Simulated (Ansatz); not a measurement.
Input for Ansatz (an electronic-structure program): R-PBE0/def2-TZVPP on SN-, 2S+1 = 1, a spin state set in the input, which need not be the lowest. Charge -1.

Ansatz 0.2 input:
```yaml
crystal:
  periodic: [false, false, false]
  atoms:
    - {symbol: N, position_ang: [0.00000000, 0.00000000, 0.00000000]}
    - {symbol: S, position_ang: [0.00000000, 0.00000000, 1.67200000]}
basis:
  gaussian:
    orbitals: def2-TZVPP
hamiltonian:
  xc: {name: PBE0}
total_charge: -1
relax: {f_tol: 0.002, max_steps: 120}
```

The log:

```
WARN ansatz: RAYON_NUM_THREADS=1 ignored (pool sized by the plan → 1); use --threads N
Functional definition: PBE0
integrals: 0.01 GiB planned
470 factors; their error is unknown
mean field: 0.14 GiB planned
mean field evaluation 1: about -12317.4241 eV, gradient 1.8e1 eV
mean field evaluation 2: about -12316.5220 eV, gradient 2.7e1 eV
mean field evaluation 4: about -12318.1764 eV, gradient 1.1e0 eV
mean field evaluation 8: about -12318.1909 eV, gradient 1.6e-2 eV
mean field evaluation 16: about -12318.1909 eV, gradient 9.2e-6 eV
mean field -12318.19089591 eV, -452.6851658551 hartree, gradient 9.2e-6 eV, S^2 0.000000; 0 other end points of the search recorded, 0 dependent functions left out
the calculation of the forces begins
reference -12318.19091062 eV, -452.6851663955 hartree; 12, 12 occupied and 61, 61 virtual orbitals, 470 factors
relax step   1: F+E_penalty+E_count = -12318.19089591 eV  Δ(F+E_penalty+E_count) = +0.000e0 eV  max|allowed force component| = 2.933e0 eV/Å  Δτ_max = 0.0000 Å  (26 SCF iters, accepted)
these checks for a lower state are left out or cut short: starts, cluster_reference, orbital_swaps, neighbouring_geometries, increment
integrals: 0.01 GiB planned
470 factors; their error is unknown
mean field: 0.14 GiB planned
mean field -12318.29634737 eV, -452.6890411248 hartree, gradient 1.5e-5 eV, S^2 0.000000; 0 other end points of the search recorded, 0 dependent functions left out
the calculation of the forces begins
reference -12318.29636200 eV, -452.6890416623 hartree; 12, 12 occupied and 61, 61 virtual orbitals, 470 factors
relax step   2: F+E_penalty+E_count = -12318.29634737 eV  Δ(F+E_penalty+E_count) = -1.055e-1 eV  max|allowed force component| = 1.915e0 eV/Å  Δτ_max = 0.0216 Å  (30 SCF iters, accepted)
these checks for a lower state are left out or cut short: starts, cluster_reference, orbital_swaps, neighbouring_geometries, increment
integrals: 0.01 GiB planned
470 factors; their error is unknown
mean field: 0.14 GiB planned
mean field evaluation 32: about -12318.3520 eV, gradient 1.7e-5 eV
mean field -12318.35198475 eV, -452.6910857606 hartree, gradient 1.7e-5 eV, S^2 0.000000; 0 other end points of the search recorded, 0 dependent functions left out
the calculation of the forces begins
reference -12318.35199921 eV, -452.6910862921 hartree; 12, 12 occupied and 61, 61 virtual orbitals, 470 factors
relax step   3: F+E_penalty+E_count = -12318.35198475 eV  Δ(F+E_penalty+E_count) = -5.564e-2 eV  max|allowed force component| = 6.205e-1 eV/Å  Δτ_max = 0.0376 Å  (29 SCF iters, accepted)
these checks for a lower state are left out or cut short: starts, cluster_reference, orbital_swaps, neighbouring_geometries, increment
integrals: 0.01 GiB planned
470 factors; their error is unknown
mean field: 0.15 GiB planned
mean field -12318.35674117 eV, -452.6912605559 hartree, gradient 1.9e-5 eV, S^2 0.000000; 0 other end points of the search recorded, 0 dependent functions left out
the calculation of the forces begins
reference -12318.35675567 eV, -452.6912610887 hartree; 12, 12 occupied and 61, 61 virtual orbitals, 470 factors
relax step   4: F+E_penalty+E_count = -12318.35674117 eV  Δ(F+E_penalty+E_count) = -4.756e-3 eV  max|allowed force component| = 3.132e-2 eV/Å  Δτ_max = 0.0074 Å  (29 SCF iters, accepted)
these checks for a lower state are left out or cut short: starts, cluster_reference, orbital_swaps, neighbouring_geometries, increment
integrals: 0.01 GiB planned
470 factors; their error is unknown
mean field: 0.15 GiB planned
mean field -12318.35675325 eV, -452.6912609999 hartree, gradient 1.9e-5 eV, S^2 0.000000; 0 other end points of the search recorded, 0 dependent functions left out
the calculation of the forces begins
reference -12318.35676775 eV, -452.6912615327 hartree; 12, 12 occupied and 61, 61 virtual orbitals, 470 factors
relax step   5: F+E_penalty+E_count = -12318.35675325 eV  Δ(F+E_penalty+E_count) = -1.208e-5 eV  max|allowed force component| = 7.694e-3 eV/Å  Δτ_max = 0.0005 Å  (30 SCF iters, accepted)
these checks for a lower state are left out or cut short: starts, cluster_reference, orbital_swaps, neighbouring_geometries, increment
integrals: 0.01 GiB planned
470 factors; their error is unknown
mean field: 0.15 GiB planned
mean field -12318.35675403 eV, -452.6912610285 hartree, gradient 3.1e-5 eV, S^2 0.000000; 0 other end points of the search recorded, 0 dependent functions left out
the calculation of the forces begins
reference -12318.35676853 eV, -452.6912615613 hartree; 12, 12 occupied and 61, 61 virtual orbitals, 470 factors
relax step   6: F+E_penalty+E_count = -12318.35675403 eV  Δ(F+E_penalty+E_count) = -7.788e-7 eV  max|allowed force component| = 4.207e-6 eV/Å  Δτ_max = 0.0001 Å  (19 SCF iters, accepted)
integrals: 0.01 GiB planned
470 factors; their error is unknown
mean field: 0.15 GiB planned
mean field evaluation 64: about -12318.3568 eV, gradient 2.0e-3 eV
mean field -12318.35675403 eV, -452.6912610285 hartree, gradient 3.1e-5 eV, S^2 0.000000; 1 other end points of the search recorded, 0 dependent functions left out
the calculation of the forces begins
reference -12318.35676853 eV, -452.6912615613 hartree; 12, 12 occupied and 61, 61 virtual orbitals, 470 factors
Total energy: -12318.35676853 eV, -452.6912615613 hartree
Atom 0 at     0.000000    -0.000000     0.051362 Å, force    -0.000000    -0.000000     0.000004 eV/Å
Atom 1 at    -0.000000     0.000000     1.620638 Å, force     0.000000     0.000000    -0.000004 eV/Å
Dipole moment:     0.000000     0.000000     0.400618 e Å
```

The run converged.

Cost: around 4 core-seconds (rough).
